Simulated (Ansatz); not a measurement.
Frontier orbitals of C₉H₁₅Al (`C=C[CH2][Al]([CH2]C=C)[CH2]C=C`).

Cartesian coordinates in Å:
```
C 0.2281 -3.3502 -0.1473
C 0.6569 -2.3499 -0.9155
C 1.1908 -1.0551 -0.4512
Al -0.0926 0.4550 -0.5540
C -1.6835 0.1388 -1.8190
C -2.2600 0.3190 -0.5142
C -1.9118 -0.4183 0.5898
C 0.4736 2.2656 -0.0001
C 0.8578 2.2273 1.4318
C 2.0897 2.1006 1.9197
H -0.1816 -4.2565 -0.5764
H 0.2907 -3.3012 0.9360
H 0.5767 -2.4719 -1.9954
H 2.0465 -0.7410 -1.0608
H 1.5313 -1.1027 0.5877
H -1.5301 -0.8893 -2.1448
H -2.0122 0.8125 -2.5997
H -2.7717 1.2638 -0.3331
H -2.2539 -0.1259 1.5734
H -1.4902 -1.4175 0.4826
H 1.3225 2.5621 -0.6262
H -0.3375 2.9779 -0.1797
H 0.0318 2.2593 2.1422
H 2.9579 2.0620 1.2682
H 2.2707 2.0355 2.9857
```

Total charge 0; spin multiplicity 1. All single points use the PBE0-D4/def2-TZVP geometry. It is one conformer, not always the lowest. Basis def2-TZVPP, Ansatz 0.2.0.

```csv
functional,HOMO (eV),LUMO (eV),gap (eV)
LDA (SPW92),-5.42,-1.92,3.50
PBE,-5.23,-1.70,3.53
revPBE,-5.16,-1.61,3.55
PBE0,-6.26,-0.80,5.46
r2SCANh,-5.79,-1.21,4.58
BHLYP,-7.17,0.21,7.38
ωB97M-V,-8.38,1.11,9.49
```

From PBE to PBE0 the HOMO moves by −1.03 eV and the LUMO by +0.90 eV, and with ωB97M-V by −3.15 and +2.81 eV, so the gap grows from 3.53 to 9.49 eV with exact exchange. A positive LUMO is unbound and depends on the basis.
